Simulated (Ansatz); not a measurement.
Cs₄⁺, relaxed as a doublet with UKS PBE/def2-TZVP in Ansatz, starting from the GFN1-xTB geometry. Force threshold 0.02 eV/Å.

In the def2 sets Cs takes a core potential; there is no spin–orbit coupling. The structure comes from a short search, and lower isomers may exist.

Start:

```xyz
4

Cs    0.143    1.989    3.878
Cs   -1.250   -1.503    0.823
Cs    1.217    1.494   -0.782
Cs   -0.111   -1.981   -3.919
```

**Question.** Estimate the energy that the relaxation releases and the steps that it takes.

**Answer.** 5.4 kcal/mol, in 7 steps; 19 s on 4 threads of Arm Neoverse V1 on a shared host. The force fell under the threshold at step 6, but the optimiser went on. No frequencies were taken in this run, so the end may be a saddle point.

**Question.** Does the start keep its bonding and symmetry?

**Answer.** By distances, no bond broke or formed. The bond that changes most is Cs2–Cs3, from 4.20 to 4.94 Å (atoms count from 1). The end is the same structure that another start reached. Point group D2h at the start, D2h at the end, both within 0.05 Å.

**Question.** Predict the relaxed structure.

**Answer.** 
Cartesian coordinates in Å:
```
Cs 0.146 2.189 4.303
Cs -1.457 -1.761 0.945
Cs 1.445 1.764 -0.945
Cs -0.134 -2.192 -4.302
```
Bond lengths (bridged metal pairs left out): 5 × Cs–Cs 4.94 to 5.43 Å.
